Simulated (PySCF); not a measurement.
SMILES Cl[SiH](Br)O at its PBE0/def2-SVP optimised geometry (Å):

```
6

Si    -0.6933    -0.7131     0.0000
O     -1.2845    -1.5155     1.3039
Cl     1.3646    -0.7131     0.0000
Br    -1.3646     1.4001     0.0000
H     -1.1946    -1.4001    -1.2034
H     -1.1089    -1.1637     2.1827
```

Calculation: PBE0/def2-TZVP (PySCF 2.14.0). Cells within 0.4 Å of a nucleus heavier than hydrogen are left out (blank, or x).

Map of the LUMO amplitude (bohr^(-3/2)) on the plane z = 0.0 Å; orbital energy -0.01 eV, overall sign arbitrary:

```
|44445555555444444444444444444|
|44455555555544444444444444444|
|44555666655544444444444444444|
|44556666665544444444444444444|
|45556677765544444444444444444|
|45556677765443344444444444444|
|45556677754333333444444444444|
|44555666xx3122333444444444444|
|4444444xxxx012333444444444444|
|44444323xxx012333444444444444|
|44433210210013344433334444444|
|44433210001234444433333444444|
|44333221123566654333333444444|
|44333333456788764322233444444|
|44433344568999864310124444444|
|44444445677689974200134555544|
|4444444566xxx786411xx56665544|
|4444444555xxx57531xxxx7765554|
|44444444444xx554210xx78765554|
|44333344444444432112467665544|
|33333333333334432223456655544|
|33333333333333333233455555444|
|33333333333333333333445554444|
|33333333333333333334444444444|
|33333333333333333334444444444|
|33333333333333333344444444444|
|33333333333333333344444444444|
|43333333333333333344444444444|
|43333333333333333344444444444|
```
Scale: ten equal steps from -0.116 (start of '0') to 0.166 (end of '9'), in the order '0123456789'; x runs from -3.50 to 3.50, y from -3.50 (bottom) to 3.50 (top).
